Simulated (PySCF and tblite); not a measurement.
# Conformers and averaged properties: C7H9FO, numbered as in [CH3:1][C@@H:2]1[CH2:3][CH:4]=[C:5]([F:6])[C:7](=[O:8])[CH2:9]1

Level: PBE0-D3(BJ)/pcSseg-1//GFN2-xTB, thermal terms from GFN2-xTB, symmetry numbers and mirror pairs counted. Conformers within 2 kcal/mol (GFN2-xTB free energy) were kept, 5 at most. GIAO shieldings: PBE0/pcSseg-1. Couplings: B3LYP/6-31G* with pcJ-1 on H, F (gas phase; spin-dipole term only for pairs with B, N, F, Si or P). Couplings are for ¹⁹F, ¹H. H–H couplings come out 0.1 to 0.9 Hz lower than with pcJ-1 on all atoms. Shifts are against TMS (¹H), TMS (¹³C), CFCl3 (¹⁹F) at the same level; of two unlike H on one atom, a is the less shielded. Codes: tblite and PySCF.

The 6-ring runs over atoms 2–3–4–5–7–9.

```json
{"conformer": "1", "shape": "6-ring envelope (ring torsions 22, 2, 5, -36, 59, -51°)", "symmetry": "C1", "E(GFN2) kcal/mol": "0.00", "E(DFT) kcal/mol": "0.00", "G(298.15 K) kcal/mol": "0.00", "weight %": "80.9", "dipole D": "4.78"}
{"conformer": "2", "shape": "6-ring envelope (ring torsions -21, -1, -6, 36, -58, 49°)", "symmetry": "C1", "E(GFN2) kcal/mol": "0.15", "E(DFT) kcal/mol": "0.72", "G(298.15 K) kcal/mol": "0.85", "weight %": "19.1", "dipole D": "4.73"}
```

Weights (%) against temperature:

| T (K) | 1 | 2 | S(mix) cal/mol/K |
| --- | --- | --- | --- |
| 150 | 93.8 | 6.2 | 0.46 |
| 200 | 88.8 | 11.2 | 0.70 |
| 220 | 86.9 | 13.1 | 0.77 |
| 298.15 | 80.9 | 19.1 | 0.97 |
| 320 | 79.5 | 20.5 | 1.01 |

Averaged shifts at 298.15 K. ¹H: 6.66 (H4, 1H), 2.43 (H9a, 1H), 2.40 (H3a, 1H), 2.18 (H3b, 1H), 2.11 (H9b, 1H), 2.01 (H2, 1H), 1.12 (H1, 3H) ppm. ¹³C: 194.7 (C7), 164.6 (C5), 132.5 (C4), 51.1 (C9), 36.1 (C3), 35.2 (C2), 23.1 (C1) ppm. ¹⁹F: -129.7 (F6) ppm.

Averaged couplings (Hz): ³J(H4,F6) 12.4, ²J(H1,H1) -13.9, ³J(H1,H2) 6.7, ³J(H2,H3b) 8.8, ³J(H2,H3a) 4.5, ³J(H2,H9a) 3.6, ³J(H2,H9b) 11.7, ²J(H3b,H3a) -19.4, ³J(H3b,H4) 4.1, ³J(H3a,H4) 7.3, ²J(H9a,H9b) -16.9. Computed couplings to fluorine can be off by tens of per cent at such levels.

Coordinates of conformer 1 (Å):

```xyz
18

C    -2.189   -0.128   -0.145
C    -0.736    0.038    0.288
C    -0.064    1.187   -0.466
C     1.392    1.258   -0.160
C     2.071    0.206    0.296
F     3.383    0.328    0.581
C     1.492   -1.138    0.512
O     2.114   -2.061    0.978
C     0.054   -1.249    0.050
H    -2.667   -0.923    0.421
H    -2.744    0.792    0.024
H    -2.247   -0.376   -1.202
H    -0.710    0.267    1.359
H    -0.191    1.040   -1.545
H    -0.538    2.138   -0.215
H     1.904    2.196   -0.317
H    -0.408   -2.098    0.555
H     0.076   -1.470   -1.022
```

Coordinates of conformer 2 (Å):

```xyz
18

C    -1.654    0.005    0.714
C    -0.851   -0.219   -0.566
C     0.136   -1.380   -0.406
C     1.296   -1.008    0.451
C     1.653    0.259    0.654
F     2.701    0.540    1.457
C     0.976    1.427    0.051
O     1.268    2.569    0.310
C    -0.087    1.046   -0.957
H    -0.995    0.235    1.548
H    -2.345    0.834    0.586
H    -2.229   -0.884    0.963
H    -1.552   -0.464   -1.372
H    -0.368   -2.249    0.021
H     0.516   -1.681   -1.389
H     1.860   -1.803    0.918
H     0.428    0.885   -1.910
H    -0.763    1.893   -1.085
```

Unscaled ¹⁹F shifts at such levels can be off by tens of ppm; differences between conformers or isomers are more reliable. Shifts are unscaled: against experiment ¹³C can be off by 15 ppm or more and ¹H by 0.8 ppm.

Search and properties took 8.6 min on 1 thread of Intel Xeon @ 2.50GHz (shared host) (rough), launched as `OMP_NUM_THREADS=1 python ens_run.py task.json out`.


Conformer gaps in pcSseg-1 on xTB geometries can be 2 kcal/mol off for S=O, P=O and other polar bonds.